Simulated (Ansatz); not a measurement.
Process, species as SMILES: FCC(F)(F)F [1,1,1,2-tetrafluoroethane] -> F[CH]C(F)(F)F + H atom (the C-H bond at the site shown breaks; other sites are not compared here)
Geometries: B3LYP-D3(BJ)/def2-TZVP minima from Ansatz (a program for electronic structure), one conformer each, not searched for the lowest.

Quantity: bond dissociation energy (electronic energy difference), in kcal/mol. Cores are frozen in the correlated levels unless marked. UHF or UKS for open shells. Spin-orbit coupling is left out. Non-relativistic. CBS marks a two-point X^-3 extrapolation of the correlation energy; Hartree-Fock from the larger set. [CCSD(T)-MP2]/basis is that difference in the basis named.

```
level                                                     program  bond dissociation energy (kcal/mol)  minus last row
-------------------------------------------------  --------------  -----------------------------------  --------------
HF/STO-3G                                                  Ansatz                                104.1            -6.6
SVWN5/def2-TZVPD                                           Ansatz                                114.2             3.5
PBE0-D3(BJ)/def2-TZVP                              Ansatz + dftd3                                104.4            -6.3
PBE0-D3(BJ)/def2-TZVPD                             Ansatz + dftd3                                104.5            -6.2
wB97M-V/def2-TZVPD                                         Ansatz                                108.4            -2.3
B2GP-PLYP-D3(BJ)/def2-TZVPD                        Ansatz + dftd3                                106.9            -3.8
RI-MP2/CBS(cc-pVTZ,cc-pVQZ)+[CCSD(T)-MP2]/cc-pVTZ          Ansatz                                110.7             0.0
```
